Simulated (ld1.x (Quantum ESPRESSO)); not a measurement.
# Before and after: TM potential for bromine

bromine, norm-conserving Troullier–Martins (Kleinman–Bylander form), made with ld1.x (Quantum ESPRESSO) 7.5 (PBE, scalar-relativistic). Core [Ar] 3d10, reference 4s2 4p5. Waves: 4p (bound): rc 1.25 bohr; 4d channel at -0.15 Ry: rc 1.00 bohr; 4s (bound): rc 1.05 bohr. Local part: the s channel. Core correction: none.

Change: wave 4p (bound): rc 1.25 bohr becomes 4p (bound): rc 1.72 bohr.

Cutoffs: the cutoffs (Ry, on a coarse ladder) from which the occupation-weighted sum of valence levels, in a spherical-Bessel basis at the reference potential, stays within 10 and 1 mRy of its value at 400 Ry; they do not see the model core or the augmentation charge, which bear on the density cutoff. Errors are all-electron minus pseudo energies relative to the spin-unpolarised reference configuration.

Problem. What does the change do?

Solution. The potential gets softer (120 Ry and 300 Ry → 100 Ry and 300 Ry); both files keep a bound ghost (p); of the 7 tests that both files solve, the error grows in 1 and shrinks in 1 by more than 15 % and 0.3 meV (median size 11.6 → 11.1 meV). A larger radius leaves more room for a smooth pseudo-wave, so fewer plane waves are needed.

```tsv
quantity	base	changed
cutoff, loose	120 Ry	100 Ry
cutoff, tight	300 Ry	300 Ry
loose cutoff by channel (10 mRy a level)	p 60 Ry, s 70 Ry	p 8 Ry, s 70 Ry
bound ghosts	p	p
error for 4s2 4p4, meV [ΔE 12.55 eV]	-12	-11
error for 4s2 4p3, meV [ΔE 35.31 eV]	-46	-42
error for 4s2 4p2, meV [ΔE 69.30 eV]	-85	-73
error for 4s1 4p6, meV [ΔE 12.37 eV]	+9.1	+11
error for 4s2 4p4.5, meV [ΔE 5.07 eV]	-3.0	-3.0
error for 4s1 4p5, meV [ΔE 25.56 eV]	-40	-29
error for 4s2 4p5.3, meV [ΔE -1.96 eV]	-0.3	-0.2
```

 A true bound ghost makes a file unfit for plane-wave use even where its test errors are small: the radial tests pick states by their node count and pass the ghost by.
